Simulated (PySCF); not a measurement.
OsH4, quintet: structure and spectrum

These are results of UPBE0/[Os x2c-TZVPall, H x2c-TZVPall], spin-free X2C, density fitting, no spin–orbit coupling, PySCF, not measurements.

The structure is a higher-order saddle point with 2 imaginary modes (one degenerate set).

| Property | Result |
| --- | --- |
| Point group | C4v |
| Bond lengths | Os–H 1.666 Å (×4) |
| Bond angles | H–Os–H 84.5° (×4), H–Os–H 144.0° (×2) |
| Highest occupied level (α) | -7.24 eV |
| Principal quadrupole moments (Buckingham, traceless) about the centre of mass | -1.90, -1.90, 3.81 D Å |
| Principal polarisabilities | 36.5, 51.4, 51.4 bohr³ |
| Zero-point energy (real modes) | 61.6 kJ/mol |
| Lowest empty level (β) | -4.11 eV |
| Rotational constants | 2.761, 2.761, 1.666 cm⁻¹ |
| Dipole moment | 1.32 D |
| Spin squared ⟨S²⟩ | 6.012 |

Harmonic modes (masses in u: Os 191.961, H 1.008):
```json
{"symmetry": "e", "ω (cm⁻¹)": "288i", "IR (km/mol, summed over degenerate members)": "–", "μ (u)": "1.01", "type": "bend"}
{"symmetry": "b2", "ω (cm⁻¹)": "595", "IR (km/mol, summed over degenerate members)": "0.0", "μ (u)": "1.01", "type": "bend"}
{"symmetry": "a1", "ω (cm⁻¹)": "820", "IR (km/mol, summed over degenerate members)": "0.3", "μ (u)": "1.03", "type": "bend"}
{"symmetry": "b1", "ω (cm⁻¹)": "824", "IR (km/mol, summed over degenerate members)": "0.0", "μ (u)": "1.01", "type": "bend"}
{"symmetry": "e", "ω (cm⁻¹)": "1928", "IR (km/mol, summed over degenerate members)": "279", "μ (u)": "1.02", "type": "stretch"}
{"symmetry": "b1", "ω (cm⁻¹)": "2088", "IR (km/mol, summed over degenerate members)": "0.0", "μ (u)": "1.01", "type": "stretch"}
{"symmetry": "a1", "ω (cm⁻¹)": "2111", "IR (km/mol, summed over degenerate members)": "27.9", "μ (u)": "1.01", "type": "stretch"}
```

In C4v the vibrations span 2e + b2 + 2a1 + 2b1. The b1, b2 modes carry no infrared intensity, as symmetry demands.

Charges (e):
| atom | Mulliken | Löwdin | polar tensor | spin (Mulliken) | Mayer order to Os1 |
| --- | --- | --- | --- | --- | --- |
| Os1 | -0.08 | 0.16 | 0.42 | 3.67 | – |
| H2,3,4,5 | 0.02 | -0.04 | -0.11 | 0.08 | 0.94 |

Mulliken populations on Os1: s 11.07, p 24.88, d 26.11, f 14.02.

Outer orbital energies (eV). α occupied: -12.83, -12.17, -10.71, -10.71, -9.87, -9.67, -7.24, -7.24; empty: -2.12, 0.59, 1.10, 2.39. β occupied: -11.53, -11.05, -9.19, -9.19; empty: -4.11, -3.95, -3.34, -3.34.

Other isomers or separated fragments may lie lower. With open d or f shells other occupations or spin states may lie lower. With an element this heavy the missing spin–orbit coupling can shift these numbers.

The final relaxation and frequency run took of the order of 14 core-minutes on a shared host.
